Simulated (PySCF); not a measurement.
Cr⁺: excitation energy

Cr⁺ [Ar] 3d5 (6S) → Cr⁺ [Ar] 3d4 4s1 (6D), as a difference of total energies. Calculation: PySCF 2.14, in x2c-TZVPPall with one added diffuse shell each of s, p, d, f type (7s6p5d3f1g, 80 functions); the spin-free X2C one-electron Hamiltonian (Gaussian nucleus). Correlated levels: valence and next inner shell: [Ne] frozen. The calculations carry no spin-orbit coupling.

```tsv
method	excitation energy (eV)
UHF	0.740
MP2 (valence and next inner shell)	1.689
SCS-MP2 (valence and next inner shell)	1.262
CCSD (valence and next inner shell)	1.353
CCSD(T) (valence and next inner shell)	1.374
```

Task: How much does correlation contribute at CCSD(T) (valence and next inner shell)?

Result: 1.374 − (0.740) = 0.634 eV, measured against UHF.

Errors of the correlated levels include the incompleteness of this basis and the frozen core.

For comparison: 1.522 eV (measured; NIST levels, between the centres of gravity of the two terms).
